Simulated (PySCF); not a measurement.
## Electron correlation in B⁺ (boron, charge +1)

[He] 2s2, closed-shell 1S. Computed with PySCF 2.14 in aug-cc-pVTZ-DK (5s4p3d2f, 46 functions), with the spin-free X2C one-electron Hamiltonian (Gaussian nucleus). Frozen: 1s2; 2 electrons correlated.

With two correlated electrons CCSD is exact within the correlated space (frozen core and kept virtual orbitals).

| level | correlation energy (mhartree) |
| --- | --- |
| CCSD | -59.79 |

Diagnostics: T1 = 0.012, D1 = 0.0169, largest double amplitude 0.150.

Cost of the coupled-cluster step: roughly 0.3 core-seconds, for 2 correlated electrons.
